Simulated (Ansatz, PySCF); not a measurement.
The Ansatz (an electronic-structure program) input:
Ansatz 0.2 input:
```yaml
crystal:
  periodic: [false, false, false]
  atoms:
    - {symbol: F, position_ang: [-1.09933277, -0.18974845, 0.05097832]}
    - {symbol: B, position_ang: [-0.01799801, 0.56075196, -0.01779468]}
    - {symbol: F, position_ang: [1.10933166, -0.12178042, -0.04109239]}
basis:
  gaussian:
    orbitals: def2-TZVP
magnetization: {spin_polarized: true, initial_magnetization: 1}
correlation: {method: mp2, electrons: outside_noble_gas}
accuracy: high
```

Problem. Give the equivalent PySCF input.

Solution. One answer among several that fit: 
```python
from pyscf import gto, scf, mp

mol = gto.M(
    atom='''
F    -1.09933277   -0.18974845    0.05097832
B    -0.01799801    0.56075196   -0.01779468
F     1.10933166   -0.12178042   -0.04109239
''',
    basis='def2-tzvp',
    spin=1,
    verbose=4,
)

mf = scf.UHF(mol)
mf.kernel()

pt = mp.MP2(mf, frozen=3)
pt.kernel()
print('E(MP2) = %.10f' % pt.e_tot)
```

Both were run: Ansatz gave -224.283778 Eh and PySCF -224.283778 Eh, 0.000 mEh apart.
